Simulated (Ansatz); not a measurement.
C3H6AlBr (`C/C(Br)=[CH]\[AlH2]`). Total charge 0; spin multiplicity 1. All single points use the PBE0-D4/def2-TZVP geometry.

```xyz
11

C    -0.893   -0.065   -1.226
C     0.137    0.782   -0.568
Br    0.507    2.366   -1.588
C     0.783    0.566    0.576
Al    0.537   -0.972    1.728
H    -0.560   -0.366   -2.222
H    -1.094   -0.958   -0.632
H    -1.823    0.495   -1.356
H     1.505    1.323    0.876
H    -0.499   -2.116    1.359
H     1.401   -1.057    3.054
```

(1) What is the dipole moment at PBE/def2-TZVPP? (Best estimate.)

(2) And with r2SCAN, B3LYP, ωB97M-V? (Best estimate.)

(3) Give the Mulliken charges with PBE, B3LYP, ωB97M-V in def2-TZVPP. (Estimate.)

## Answers

(1) The calculation gave: 1.03 D, with components (-0.61, -0.82, -0.07) D in this frame, pointing from negative to positive charge.

(2) The calculation gave: r2SCAN 1.14 D, B3LYP 1.12 D, ωB97M-V 1.17 D.

(3) Computed: 
| atom | PBE | B3LYP | ωB97M-V |
| --- | --- | --- | --- |
| C1 | -0.20 | -0.20 | -0.26 |
| C2 | 0.05 | 0.03 | 0.01 |
| Br3 | -0.10 | -0.10 | -0.07 |
| C4 | -0.27 | -0.29 | -0.34 |
| Al5 | 0.35 | 0.43 | 0.41 |
| H6 | 0.11 | 0.11 | 0.13 |
| H7 | 0.09 | 0.09 | 0.10 |
| H8 | 0.11 | 0.11 | 0.13 |
| H9 | 0.10 | 0.11 | 0.11 |
| H10 | -0.12 | -0.14 | -0.11 |
| H11 | -0.11 | -0.13 | -0.10 |

B3LYP here is the variant with VWN-RPA as its local correlation; programs differ in this.
